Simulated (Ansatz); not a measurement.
`[AlH2][O]/C=N\[SiH3]` and `[SiH3]/N=[CH]\[GeH3]` differ in one atom or group.

Ansatz, PBE0-D4/def2-TZVP geometries, multiplicity 1. Each molecule was computed in one conformer, which needn't be the lowest.

Scalar relativity is left out up to krypton.

```csv
property,`[AlH2][O]/C=N\[SiH3]`
LUMO energy (ωB97M-V/def2-TZVPP) / eV,-0.07
HOMO energy (PBE0/def2-TZVPP) / eV,-7.43
HOMO–LUMO gap (ωB97M-V/def2-TZVPP) / eV,9.69
LUMO energy (PBE/def2-TZVPP) / eV,-2.46
LUMO energy (PBE0/def2-TZVPP) / eV,-1.67
HOMO energy (PBE/def2-TZVPP) / eV,-6.05
```

(1) What does the change do to each property? (An estimate is asked.)

## Answers

(1) The calculation gave: 
```csv
property,`[SiH3]/N=[CH]\[GeH3]`,shift
LUMO energy (ωB97M-V/def2-TZVPP) / eV,0.74,0.81
HOMO energy (PBE0/def2-TZVPP) / eV,-6.67,0.76
HOMO–LUMO gap (ωB97M-V/def2-TZVPP) / eV,9.61,-0.08
LUMO energy (PBE/def2-TZVPP) / eV,-2.46,0.00
LUMO energy (PBE0/def2-TZVPP) / eV,-1.42,0.25
HOMO energy (PBE/def2-TZVPP) / eV,-5.43,0.62
```

With PBE0 the HOMO rises by 0.76 eV and the LUMO rises by 0.25 eV, so the gap narrows by about 0.51 eV. PBE moves the HOMO by 0.62 eV and ωB97M-V by 0.87 eV.
